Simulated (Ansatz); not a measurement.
Consider the cleavage of the Si–B bond: `FB[SiH2]Cl` + `N[SiH2][SiH3]` → `[SiH3][SiH2]N[SiH2]Cl` + `BF`.

Gas-phase electronic energies from Ansatz, PBE0-D4/def2-TZVP geometries. CCSD(T)/CBS is the MP2 limit (def2-TZVPP, def2-QZVPP) plus CCSD(T) − MP2 in def2-TZVPP, frozen cores. This one scheme is used for every species. Functionals use def2-TZVPP. One conformer a species, not always the lowest.

`FB[SiH2]Cl`:

```xyz
7

F    -1.055    1.610    1.005
B    -0.412    0.463    1.065
Si    0.321   -0.412   -0.618
Cl   -0.087    0.704   -2.300
H    -0.284   -0.032    2.154
H     1.796   -0.572   -0.509
H    -0.278   -1.761   -0.795
```

`N[SiH2][SiH3]`:

```xyz
10

N     0.692    1.498   -0.692
Si   -0.616    0.392   -0.492
Si    0.121   -1.408    0.810
H     1.204    1.814    0.116
H     0.620    2.235   -1.377
H    -1.020   -0.070   -1.848
H    -1.847    0.955    0.148
H     0.694   -0.911    2.093
H     1.170   -2.194    0.108
H    -1.018   -2.311    1.133
```

`[SiH3][SiH2]N[SiH2]Cl`:

```xyz
13

Si    1.366   -0.933   -1.147
Si   -0.903   -0.913   -0.562
N    -1.192    0.174    0.765
Si   -0.146    1.378    1.373
Cl   -0.187    3.130    0.281
H     2.211   -1.457   -0.042
H     1.504   -1.835   -2.324
H     1.841    0.424   -1.524
H    -1.335   -2.287   -0.183
H    -1.703   -0.528   -1.761
H    -2.151    0.231    1.082
H     1.244    0.879    1.292
H    -0.548    1.738    2.750
```

`BF`:

Cartesian coordinates in Å:
```
B 0.010 0.049 0.000
F -0.248 -1.242 -0.007
H -0.837 0.786 0.418
H 1.075 0.408 -0.411
```

```csv
level,ΔE (kJ/mol)
revPBE-D4,-90.4
BLYP-D4,-99.1
r2SCAN-D4,-97.8
r2SCANh-D4,-99.6
PBE0,-86.6
BHLYP,-100.1
CAM-B3LYP,-96.6
CCSD(T)/def2-TZVPP,-105.2
```

(1) What does CCSD(T)/CBS give? (Best estimate.)

Largest T1 diagnostic among the species: 0.013.

## Answers

(1) Ansatz gave: -105.5 kJ/mol. The listed levels differ from it by 15.1, 6.4, 7.7, 5.9, 18.9, 5.4, 8.9, 0.3 kJ/mol.

Leaving LDA and LC-ωPBE aside and taking each functional with its dispersion term where it has one, the values, not all of them listed here, spread over 25.0 kJ/mol, from BHLYP-D4 to PBE-D4. LDA lies −9.5 kJ/mol from PBE without D4. From r2SCAN to r2SCAN0 (25 % exact exchange), in def2-TZVPP and without D4, ΔE moves by −3.7 kJ/mol.
